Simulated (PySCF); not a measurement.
Input file for PySCF: R-B3LYP/3-21G on H2Se (SMILES [SeH2]).

```python
from pyscf import gto, scf, dft, mp
from pyscf.data.elements import chemcore

mol = gto.M(
    atom='''
    Se   -0.76411794    1.25210993    3.82344758
    H     0.05990656    0.03882816    3.72300720
    H    -1.83485322    0.62331269    3.03647473
    ''',
    basis='3-21g',
    charge=0, spin=0, verbose=3, max_memory=1800)
mf = dft.RKS(mol, xc='b3lyp')
mf.conv_tol = 1e-8
mf.max_cycle = 100
mf.kernel()
if not mf.converged:
    mf = mf.newton().run(mf.mo_coeff, mf.mo_occ)
```

Q: Predict the final total energy.

A: -2391.3817 hartree.
